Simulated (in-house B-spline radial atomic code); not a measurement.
Successive ionisation energies of rhenium; each step leads to the configuration of the next row (after the last: [Ne] 3s1). NIST's values go from ground level to ground level; the uncertainty of those that are theory runs from under 0.1 % in few-electron ions to several per cent in heavy many-electron ones. Computed with a B-spline radial code for spherical atoms: non-relativistic Hartree-Fock, average of the configuration, point nuclei.

This level leaves out relativity, spin-orbit splitting included, which matters for heavy ions.

```
  ion  configuration  ionisation energy (eV)  tabulated value (eV)  computed minus tabulated (eV)  highest orbital  largest mean radius (bohr)
Re52+       [Ar] 3d5                  4898.7                  4877                             22               3d                     0.20546
Re53+       [Ar] 3d4                  5035.9                  5099                            -63               3d                     0.20445
Re54+       [Ar] 3d3                       ?                     ?                              ?                ?                           ?
Re55+       [Ar] 3d2                       ?                     ?                              ?                ?                           ?
Re56+       [Ar] 3d1                  5456.7                  5528                            -71               3d                     0.20146
Re57+   [Ne] 3s2 3p6                  5831.0                  5919                            -88               3p                     0.20048
Re58+   [Ne] 3s2 3p5                  5953.1                  6042                            -89               3p                     0.19975
Re59+   [Ne] 3s2 3p4                  6076.1                  6176                           -100               3p                     0.19903
Re60+   [Ne] 3s2 3p3                  6199.9                  6300                           -100               3p                     0.19832
Re61+   [Ne] 3s2 3p2                  6324.6                  6810                           -485               3p                     0.19761
Re62+   [Ne] 3s2 3p1                       ?                     ?                              ?                ?                           ?
Re63+       [Ne] 3s2                  6687.4                  7230                           -543               3s                      0.1962
```

(1) Fill in the row of Re54+.

(2) Fill in the row of Re55+.

(3) Fill in the row of Re62+.

## Answers

(1) ionisation energy (eV): 5174.7; tabulated value (eV): 5236; computed minus tabulated (eV): -61; highest orbital: 3d; largest mean radius (bohr): 0.20345.

(2) ionisation energy (eV): 5315.0; tabulated value (eV): 5388; computed minus tabulated (eV): -73; highest orbital: 3d; largest mean radius (bohr): 0.20245.

(3) ionisation energy (eV): 6450.1; tabulated value (eV): 6952; computed minus tabulated (eV): -502; highest orbital: 3p; largest mean radius (bohr): 0.1969.
